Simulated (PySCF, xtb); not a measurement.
disilylmethane (CH₈Si₂), SMILES [SiH3]C[SiH3].

Harmonic wavenumbers (cm⁻¹) from GFN2-xTB (xtb) at its own minimum, in rising order: 102, 123, 177, 480, 506, 507, 520, 695, 723, 775, 786, 787, 796, 807, 815, 826, 1023, 1139, 1458, 2227, 2234, 2243, 2252, 2259, 2260, 2965, 2976.

Question: What does B3LYP-D3(BJ)/def2-SVP in PySCF 2.14.0 give at its own minimum? (An estimate is asked for; the answer gives what the named calculation found.)

Answer: 94, 147, 172, 457, 546, 572, 572, 761, 770, 830, 922, 953, 956, 958, 962, 963, 1032, 1087, 1385, 2214, 2217, 2217, 2217, 2224, 2224, 3036, 3094. Paired by order, the mean absolute difference is 65 cm⁻¹ and the zero-point energies are 46.4 and 48.0 kcal/mol.
